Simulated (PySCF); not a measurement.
Can point charges reproduce the dipole moment of `C#CS(F)(F)(F)(F)F`?

Coordinates (PBE0-D3(BJ)/def2-TZVP, Å) and charges (e) from the PBE0/pcSseg-2 density (PySCF):

```json
{"atom": "C1", "x": "2.103", "y": "-0.422", "z": "-0.237", "Mulliken": "+0.0886", "IAO": "-0.1386", "Hirshfeld": "-0.0466", "ESP-fitted": "-0.2889"}
{"atom": "C2", "x": "0.939", "y": "-0.186", "z": "-0.108", "Mulliken": "-0.1014", "IAO": "-0.2884", "Hirshfeld": "-0.1025", "ESP-fitted": "-0.0327"}
{"atom": "S3", "x": "-0.744", "y": "0.149", "z": "0.080", "Mulliken": "+1.1423", "IAO": "+2.5053", "Hirshfeld": "+0.5761", "ESP-fitted": "+0.6558"}
{"atom": "F4", "x": "-1.081", "y": "-0.632", "z": "-1.252", "Mulliken": "-0.2426", "IAO": "-0.4634", "Hirshfeld": "-0.1072", "ESP-fitted": "-0.1297"}
{"atom": "F5", "x": "-0.601", "y": "1.491", "z": "-0.744", "Mulliken": "-0.2428", "IAO": "-0.4636", "Hirshfeld": "-0.1073", "ESP-fitted": "-0.1295"}
{"atom": "F6", "x": "-0.949", "y": "-1.180", "z": "0.911", "Mulliken": "-0.2427", "IAO": "-0.4634", "Hirshfeld": "-0.1072", "ESP-fitted": "-0.1294"}
{"atom": "F7", "x": "-0.468", "y": "0.943", "z": "1.418", "Mulliken": "-0.2425", "IAO": "-0.4635", "Hirshfeld": "-0.1071", "ESP-fitted": "-0.1292"}
{"atom": "F8", "x": "-2.281", "y": "0.456", "z": "0.251", "Mulliken": "-0.2449", "IAO": "-0.4475", "Hirshfeld": "-0.1162", "ESP-fitted": "-0.1245"}
{"atom": "H9", "x": "3.141", "y": "-0.636", "z": "-0.353", "Mulliken": "+0.0861", "IAO": "+0.2230", "Hirshfeld": "+0.1182", "ESP-fitted": "+0.3081"}
```

Question: Form Σ q r in debye for every column and set it beside the full dipole.

Answer: The full density gives (2.52, -0.51, -0.28) D, 2.58 D in size; dipole vectors point from the negative to the positive end.

```json
{"scheme": "Mulliken", "μx": "3.95", "μy": "-0.79", "μz": "-0.44", "size (D)": "4.05", "share of the full size (%)": "157", "angle to the full dipole (°)": "0"}
{"scheme": "IAO", "μx": "3.51", "μy": "-0.71", "μz": "-0.39", "size (D)": "3.60", "share of the full size (%)": "139", "angle to the full dipole (°)": "0"}
{"scheme": "Hirshfeld", "μx": "1.66", "μy": "-0.34", "μz": "-0.18", "size (D)": "1.70", "share of the full size (%)": "66", "angle to the full dipole (°)": "0"}
{"scheme": "ESP-fitted", "μx": "2.53", "μy": "-0.51", "μz": "-0.28", "size (D)": "2.59", "share of the full size (%)": "100", "angle to the full dipole (°)": "0"}
```

Question: Which set comes closest?

Answer: Length of the difference vector: ESP-fitted 0.01 D, Hirshfeld 0.88 D, IAO 1.01 D, Mulliken 1.47 D. Closest: ESP-fitted. 

Question: What is left for the Hirshfeld atoms' own dipoles?

Answer: The shares of the density sum to the whole, so what Σ q r misses lies in dipoles about the nuclei. The atomic dipoles sum to (2.52, -0.51, -0.28) − (1.66, -0.34, -0.18) = (0.86, -0.17, -0.10) D, 0.88 D in size.

Question: With the origin at the mean of the coordinates, (0.007, -0.002, -0.004) Å, which are the largest single terms, by size, of the Hirshfeld dipole along the direction of the full one?

Answer: S3 -2.13, H9 +1.83, F8 +1.31, C1 -0.48, C2 -0.47 D; all 9 atoms together +1.70 D. The single terms depend on the origin, their sum doesn't.

Question: Give the size of the full dipole in other units.

Answer: 2.58 D = 1.016 au = 0.538 e·Å = 8.62 × 10⁻³⁰ C·m.

Geometry: PBE0-D3(BJ)/def2-TZVP; no solvent, vibrations or thermal averaging.
